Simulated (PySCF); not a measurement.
Correlation energy of C²⁺ (carbon, charge +2)

[He] 2p2, high-spin 3P determinant (an excited configuration). Calculation: PySCF 2.14, in dyall-av2z (11s7p2d, 42 functions); the non-relativistic Hamiltonian (point nucleus). Frozen: 1s2; 2 electrons correlated; the 8 highest virtual orbitals of each spin left out.

With two correlated electrons CCSD is exact within the correlated space (frozen core and kept virtual orbitals).

```json
{"level": "CCSD", "correlation energy (mhartree)": "-6.97"}
```

Diagnostics: T1 = 0.0012, D1 = 0.0016, largest double amplitude 0.022.

Cost of the coupled-cluster step: of the order of 0.15 core-seconds, for 2 correlated electrons.

Iterations:

```
CC2 = 0
CCSD nocc = (np.int64(2), np.int64(0)), nmo = (33, 33)
frozen orbitals [[0, 34, 35, 36, 37, 38, 39, 40, 41], [0, 34, 35, 36, 37, 38, 39, 40, 41]]
max_cycle = 100
direct = 0
conv_tol = 1e-08
conv_tol_normt = 1e-06
diis_space = 8
diis_start_cycle = 0
Init t2, MP2 energy = -0.00534752364787612
Init E_corr(UCCSD) = -0.00534752364866004
cycle = 1  E_corr(UCCSD) = -0.00657732518811338  dE = -0.00122980154  norm(t1,t2) = 0.00905514
cycle = 2  E_corr(UCCSD) = -0.00687207584554556  dE = -0.000294750657  norm(t1,t2) = 0.00237508
cycle = 3  E_corr(UCCSD) = -0.00697228909510258  dE = -0.00010021325  norm(t1,t2) = 0.000670522
cycle = 4  E_corr(UCCSD) = -0.00697040196971605  dE = 1.88712539e-06  norm(t1,t2) = 5.35236e-05
cycle = 5  E_corr(UCCSD) = -0.00697043687473762  dE = -3.49050216e-08  norm(t1,t2) = 1.49849e-06
cycle = 6  E_corr(UCCSD) = -0.00697043412436316  dE = 2.75037446e-09  norm(t1,t2) = 9.3621e-08
UCCSD converged
E(UCCSD) = -35.84902931453158  E_corr = -0.006970434124363163
```
